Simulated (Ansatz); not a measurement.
A run on C2H5F3Ge, SMILES `C[CH2][Ge]([F])([F])[F]` with other settings.

```yaml
crystal:
  periodic: [false, false, false]
  atoms:
    - {symbol: C, position_ang: [0.025832, -1.154490, 0.911792]}
    - {symbol: C, position_ang: [0.588061, -0.406638, -0.291640]}
    - {symbol: Ge, position_ang: [-0.340098, 1.240511, -0.639635]}
    - {symbol: F, position_ang: [-2.012166, 1.016650, -0.956411]}
    - {symbol: F, position_ang: [0.266415, 2.112763, -1.985948]}
    - {symbol: F, position_ang: [-0.280625, 2.337286, 0.679408]}
    - {symbol: H, position_ang: [0.581897, -2.080147, 1.072800]}
    - {symbol: H, position_ang: [-1.023390, -1.417636, 0.766526]}
    - {symbol: H, position_ang: [0.098680, -0.559660, 1.823981]}
    - {symbol: H, position_ang: [0.520618, -0.999744, -1.206892]}
    - {symbol: H, position_ang: [1.640175, -0.145996, -0.153278]}
basis:
  gaussian: {orbitals: def2-mTZVPP}
hamiltonian: {xc: {name: B2GP-PLYP}}
output: {forces: true}
```

```sh
$ ansatz run in.yaml --threads 4 --pin off --events-out ev --progress --plain --max-ram 11315MiB
```

It prints (some lines left out):

```
Functional definition: B2GP-PLYP
1559 factors; integrals over basis functions are off by at most 1.2e-3 eV
mean field evaluation 1: about -66790.1648 eV, gradient 5.9e1 eV
mean field evaluation 2: about -66790.1890 eV, gradient 5.9e1 eV
mean field evaluation 4: about -66795.7265 eV, gradient 4.4e0 eV
mean field evaluation 8: about -66795.7624 eV, gradient 3.1e-1 eV
mean field evaluation 16: about -66795.7626 eV, gradient 1.7e-4 eV
mean field -66795.76261714 eV, -2454.6990003858 hartree, gradient 2.1e-6 eV, S^2 0.000000; 0 other end points of the search recorded, 0 dependent functions left out
14 core orbitals not correlated: weight in the atoms' cores, before any rotation towards them, 1.000 or more for the frozen orbitals, at most 0.000 for the correlated occupied ones
reference -66795.76272278 eV, -2454.6990042680 hartree; 24, 24 occupied and 133, 133 virtual orbitals, 1559 factors
second order -36.19727092 eV of doubles, -0.00000000 eV of singles
Total energy: -66808.79374031 eV, -2455.1778853296 hartree
Atom 0 at     0.025832    -1.154490     0.911792 Å, force    -0.090747    -0.173372     0.236922 eV/Å
Atom 1 at     0.588061    -0.406638    -0.291640 Å, force     0.191718     0.011057    -0.212450 eV/Å
Atom 2 at    -0.340098     1.240511    -0.639635 Å, force     0.084478    -0.150911     0.032492 eV/Å
Atom 3 at    -2.012166     1.016650    -0.956411 Å, force    -0.210342    -0.018949    -0.039854 eV/Å
Atom 4 at     0.266415     2.112763    -1.985948 Å, force     0.074098     0.117328    -0.173180 eV/Å
Atom 5 at    -0.280625     2.337286     0.679408 Å, force     0.001760     0.142979     0.160225 eV/Å
Atom 6 at     0.581897    -2.080147     1.072800 Å, force    -0.066074     0.115702    -0.024187 eV/Å
Atom 7 at    -1.023390    -1.417636     0.766526 Å, force     0.121794     0.028963     0.006235 eV/Å
Atom 8 at     0.098680    -0.559660     1.823981 Å, force     0.000910    -0.063831    -0.107995 eV/Å
Atom 9 at     0.520618    -0.999744    -1.206892 Å, force     0.008851     0.043266     0.119735 eV/Å
Atom 10 at     1.640175    -0.145996    -0.153278 Å, force    -0.116446    -0.052233     0.002057 eV/Å
Dipole moment:     0.369571    -0.696954     0.171732 e Å
```

It took 12 s on 4 threads of an Arm Neoverse V2 on a shared host, with 0.62 GiB of host memory at the peak.
